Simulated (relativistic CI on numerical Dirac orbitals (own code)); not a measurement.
**Charge states of vanadium**

These numbers are calculated, not measured: Dirac-Coulomb-Breit CI, KLI orbitals optimised for each configuration, model QED (radiative potential, 1s self-energy scaled to tabulated hydrogen-like ionisation energies), valence Slater integrals scaled by 0.9 (own radial code, finite nucleus).

Each species is treated in one configuration, given outside its closed core. Radial values are for the open shell of highest l, unscaled and averaged over j; ζ includes the Breit term. Labels give the leading LS character, summed over repeated terms.

| Ion | Configuration | Its lowest level | LS weight (%) | ⟨r⟩ (bohr) | ⟨r²⟩ (bohr²) | g_J | g√(J(J+1)) | Next level | E (cm⁻¹) |
| --- | --- | --- | --- | --- | --- | --- | --- | --- | --- |
| V | 3d³4s² | ⁴F3/2 | 100 | 1.43 | 2.765 | 0.399 | 0.77 | ⁴F5/2 | 130.93 |
| V+ | 3d⁴ | ⁵D0 | 100 | 1.502 | 2.991 |  | 0.00 | ⁵D1 | 31.912 |
| V2+ | 3d³ | ⁴F3/2 | 100 | 1.299 | 2.134 | 0.399 | 0.77 | ⁴F5/2 | 131.09 |
| V3+ | 3d² | ³F2 | 100 | 1.17 | 1.688 | 0.666 | 1.63 | ³F3 | 300.85 |
| V4+ | 3d | ²D3/2 | 100 | 1.078 | 1.409 | 0.799 | 1.55 | ²D5/2 | 590.19 |
| V5+ | 3s²3p⁶ | ¹S0 | 100 |  |  |  | 0.00 |  |  |
| V6+ | 3s²3p⁵ | ²P°3/2 | 100 | 0.9197 | 0.9787 | 1.334 | 2.58 | ²P°1/2 | 7754.7 |
| V7+ | 3s²3p⁴ | ³P2 | 98 | 0.8957 | 0.9262 | 1.491 | 3.65 | ³P1 | 6058.2 |
| V8+ | 3s²3p³ | ⁴S°3/2 | 99 | 0.8733 | 0.8791 | 1.995 | 3.86 | ²D°3/2 | 36318 |
| V9+ | 3s²3p² | ³P0 | 99 | 0.8524 | 0.8366 |  | 0.00 | ³P1 | 4188 |
| V10+ | 3s²3p | ²P°1/2 | 100 | 0.8329 | 0.7982 | 0.665 | 0.58 | ²P°3/2 | 9849 |
| V11+ | 3s² | ¹S0 | 100 |  |  |  | 0.00 |  |  |
| V12+ | 3s | ²S1/2 | 100 | 0.7973 | 0.7218 | 2.001 | 1.73 |  |  |
| V13+ | 2s²2p⁶ | ¹S0 | 100 |  |  |  | 0.00 |  |  |
| V14+ | 2s²2p⁵ | ²P°3/2 | 100 | 0.2621 | 0.08384 | 1.331 | 2.58 | ²P°1/2 | 58050 |
| V15+ | 2s²2p⁴ | ³P2 | 94 | 0.2566 | 0.08009 | 1.466 | 3.59 | ³P1 | 49276 |
| V16+ | 2s²2p³ | ? | ? | ? | ? | ? | ? | ? | ? |
| V17+ | 2s²2p² | ³P0 | 95 | 0.2463 | 0.07345 |  | 0.00 | ³P1 | 37366 |
| V18+ | 2s²2p | ²P°1/2 | 100 | 0.2416 | 0.07054 | 0.662 | 0.57 | ²P°3/2 | 70275 |
| V19+ | 2s² | ¹S0 | 100 |  |  |  | 0.00 |  |  |
| V20+ | 2s | ²S1/2 | 100 | 0.2732 | 0.08719 | 1.998 | 1.73 |  |  |
| V21+ | 1s² | ¹S0 | 100 |  |  |  | 0.00 |  |  |

Task: Fill in the row of V16+.

Result: Its lowest level ⁴S°3/2; LS weight (%) 95; ⟨r⟩ (bohr) 0.2513; ⟨r²⟩ (bohr²) 0.07663; g_J 1.962; g√(J(J+1)) 3.80; Next level ²D°3/2; E (cm⁻¹) 113180.

With one configuration, terms of near-neutral atoms and ions can be 10 to 25 % off, and close levels can change places.
